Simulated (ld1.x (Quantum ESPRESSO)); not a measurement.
## An all-electron radial function and its pseudo partner (aluminium)

Columns: radius, all-electron u(r) and pseudo u(r) of the 3s shell (level -11.07 eV) of aluminium in the configuration [He] 2s2 2p6 3s2 3p0.5; PBE, non-relativistic, PAW scheme, ld1.x (Quantum ESPRESSO) 7.5.

| r (bohr) | all-electron | pseudo |
| --- | --- | --- |
| 0.068 | 0.1568 | -0.1866 |
| 0.135 | 0.0584 | -0.3528 |
| 0.202 | -0.0854 | -0.4864 |
| 0.270 | -0.2048 | -0.5777 |
| 0.338 | -0.2776 | -0.6186 |
| 0.405 | -0.3051 | -0.6102 |
| 0.473 | -0.2962 | -0.5580 |
| 0.540 | -0.2604 | -0.4734 |
| 0.608 | -0.2051 | -0.3657 |
| 0.675 | -0.1389 | -0.2500 |
| 0.742 | -0.0662 | -0.1350 |
| 0.810 | 0.0103 | -0.0261 |
| 0.878 | 0.0865 | 0.0710 |
| 0.945 | 0.1592 | 0.1545 |
| 1.013 | 0.2294 | 0.2287 |
| 1.080 | 0.2939 | 0.2939 |
| 1.148 | 0.3541 | 0.3541 |
| 1.215 | 0.4080 | 0.4080 |
| 1.283 | 0.4572 | 0.4572 |
| 1.350 | 0.5002 | 0.5002 |
| 1.418 | 0.5386 | 0.5386 |
| 1.485 | 0.5715 | 0.5715 |
| 1.553 | 0.6002 | 0.6002 |
| 1.620 | 0.6241 | 0.6241 |
| 1.688 | 0.6442 | 0.6442 |
| 1.755 | 0.6601 | 0.6601 |

(1) How many radial nodes do the two functions have?

(2) At about which radius was the pseudo-wave matched?

(3) Is the pseudo-wave norm-conserving?

Results:

(1) The all-electron 3s function has n − l − 1 = 2; the pseudo-wave has 1, since 1 lower shell of the same l stays in the valence.

(2) 1.15 bohr. The columns agree to 0.0005 from 1.08 bohr on; several derivatives are matched, so the curves merge somewhat inside the radius.

(3) No, it belongs to a PAW set: the norm inside the radius is not constrained, and the difference is carried by the augmentation charge.
